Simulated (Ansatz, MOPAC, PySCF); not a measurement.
Dimer: HBr (SMILES Br) (first 2 atoms) with H4OSi (SMILES O[SiH3]); geometry from B3LYP-D3(BJ)/def2-TZVP.
(charge 0, multiplicity 1):
```tsv
atom	x (Å)	y (Å)	z (Å)
Br	-0.4673	-1.3769	-0.0963
H	0.4134	-0.3081	0.2541
O	-1.0393	-0.1138	3.1866
Si	0.5604	0.2226	3.3875
H	-1.2865	-0.7018	2.4654
H	1.3441	-0.9702	3.7891
H	0.6422	1.2615	4.4316
H	1.1627	0.7422	2.1271
```

Monomers are frozen at their geometry in the pair; levels with a basis set take the counterpoise correction. Rows marked so take none.

Rows in 3-21G carry no dispersion term and start afresh at each structure; the Pople sets are all-electron and without relativity. The state reached by PM7 isn't checked; PM7 holds dispersion and hydrogen-bond terms.

Programs: Ansatz (an electronic-structure program); MOPAC for PM7 (differences of heats of formation); PySCF for 3-21G rows. Each number belongs to the level named beside it.

### Question
One of these levels gives -38.6 meV for the interaction energy. Which?
A. revPBE/def2-TZVPPD
B. HF/3-21G (no counterpoise)
C. r2SCAN/def2-TZVPPD
D. PM7

### Answer
B, HF/3-21G (no counterpoise). The others give 24.6 (PM7), -7.0 (revPBE/def2-TZVPPD), -103.9 (r2SCAN/def2-TZVPPD)
